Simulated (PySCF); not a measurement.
Compound: C7H13OPS.
Geometry (GFN2-xTB, Å), atoms numbered from 1 in this order:
```xyz
23
C7H13OPS angstrom
C      3.883    0.203   -0.378
O      2.776    0.034   -1.234
C      1.754   -0.713   -0.655
P      0.956    0.173    0.799
S      1.524   -0.430    2.544
C     -0.817    0.117    0.480
C     -1.695   -0.510    1.258
C     -3.091   -0.369    0.744
C     -2.898    0.205   -0.672
C     -1.483    0.807   -0.682
H      3.596    0.727    0.543
H      4.612    0.795   -0.925
H      4.317   -0.766   -0.105
H      2.116   -1.685   -0.278
H      1.007   -0.889   -1.434
H      1.246    1.500    0.440
H     -1.456   -1.036    2.167
H     -3.624   -1.320    0.739
H     -3.649    0.317    1.387
H     -3.656    0.943   -0.924
H     -2.956   -0.603   -1.403
H     -1.505    1.885   -0.500
H     -0.963    0.641   -1.626
```

NICS = −σ at a ghost point: NICS(0) at the centroid of the ring atoms, NICS(1) 1 Å to either side along the normal of their mean plane, zz for the tensor component along that normal. Level: GIAO PBE0/pcSseg-1 (PySCF, non-relativistic, gas phase) on the GFN2-xTB geometry, one conformer.

Ring bond lengths (Å), with Mayer bond orders in brackets: C6–C7 1.331 (1.84), C7–C8 1.494 (1.03), C8–C9 1.540 (1.04), C9–C10 1.538 (1.03), C10–C6 1.506 (0.99).

Problem. What do the NICS probes read (ppm)?

Solution. 
| ring | type | NICS(0) | NICS(1), two faces | NICS(1)zz, two faces | rms pucker (Å) | centre to ring atoms, mean (Å) |
| --- | --- | --- | --- | --- | --- | --- |
| C6–C7–C8–C9–C10 | 5-membered carbocycle; formal bonds 1 double, 4 single | -1.6 | -3.7 / -2.5 | -2.4 / -1.7 | 0.09 | 1.25 |

Problem. What do they say, and how far can they be read as aromaticity?

Solution. 
- C6–C7–C8–C9–C10: mean NICS(1)zz -2.0 ppm, near zero. C8, C9, C10 have four or more neighbours; no verdict on aromaticity is drawn.

Problem. Give the inner angles of the rings and the Hirshfeld charges of the ring atoms.

Solution. 
- C6–C7–C8–C9–C10: C6 112.0° (-0.061 e), C7 111.8° (-0.025 e), C8 103.6° (-0.065 e), C9 105.5° (-0.062 e), C10 102.9° (-0.070 e); sum 535.7° against 540° for a flat convex ring.

Problem. How shielded are the nuclei of the rings and their hydrogens (means over atoms taken as equivalent)?

Solution. 
| atoms | environment | σ isotropic (ppm) |
| --- | --- | --- |
| C6 | fully substituted alkene carbon | 42.9 |
| C7 | alkene CH carbon | 26.8 |
| C8 | allylic carbon | 148.9 |
| C9 | ring CH2 carbon | 158.8 |
| C10 | allylic carbon | 150.6 |
| H17 | vinylic hydrogen | 24.66 |
| H18 | methylene hydrogen | 29.13 |
| H19 | methylene hydrogen | 29.04 |
| H20 | methylene hydrogen | 29.47 |
| H21 | methylene hydrogen | 29.68 |
| H22 | methylene hydrogen | 29.06 |
| H23 | methylene hydrogen | 29.28 |

On one thread, Arm Neoverse V1, no GPU (shared host), this took 78 s of wall time. This is the whole shielding run at PBE0/pcSseg-1, SCF included.
